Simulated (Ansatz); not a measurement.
`[SiH3]SC1CO1` + `C[SiH](N)N` → `C[Si](N)(N)[SiH3]` + `SC1CO1`  (formal exchange of groups at the Si–S bond)

Computed with Ansatz on PBE0-D4/def2-TZVP structures; ΔE is electronic, products minus reactants. CBS: MP2 limit from def2 TZ/QZ plus the TZ coupled-cluster correction, frozen cores. DFT in def2-TZVPP. Each species was taken in one conformer, which may not be the lowest.

```csv
species,B2PLYP energy (Eh)
`[SiH3]SC1CO1`,-842.40904
`C[SiH](N)N`,-441.82223
`C[Si](N)(N)[SiH3]`,-732.39789
`SC1CO1`,-551.80752
```

Question: Work out ΔE.

Answer: ΔE = (-732.39789) + (-551.80752) − (-842.40904) − (-441.82223) = 0.02586 Eh = +0.70 eV. CCSD(T)/CBS gives +0.69 eV.

Largest T1 diagnostic among the species: 0.012.

From PBE to PBE0 (25 % exact exchange), in def2-TZVPP and without D4, ΔE moves by +0.05 eV. In def2-TZVPP, CCSD(T) changes the Hartree–Fock value by −0.14 eV (the triples alone add −0.01 eV) and MP2 by −0.04 eV.
